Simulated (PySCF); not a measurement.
C3H7ClOSi, SMILES [Si@@H](O)(C)C(Cl)=C. Geometry: PBE-D3(BJ)/def2-SVP. The structure was generated by enumeration; whether it is a known compound was not checked. One conformer was computed; it need not be the lowest.

Computed equilibrium geometry at PBE-D3(BJ)/def2-SVP (PySCF confirms it by a frequency run) as Cartesian coordinates in Å (one conformer of several):
```xyz
13

C      1.6500    -0.1296     1.2615
C      0.8813    -0.0706     0.1590
Cl     1.4835    -0.6424    -1.3983
Si    -0.9001     0.5662     0.0862
C     -2.0545    -0.8473    -0.3191
O     -1.3307     1.1668     1.6040
H      1.2277     0.2278     2.2147
H      2.6785    -0.5248     1.2566
H     -0.9463     1.6482    -0.9623
H     -3.0896    -0.4907    -0.4891
H     -1.7023    -1.3654    -1.2336
H     -2.0643    -1.5791     0.5134
H     -0.9382     2.0290     1.8245
```
Charge 0, spin multiplicity 1.
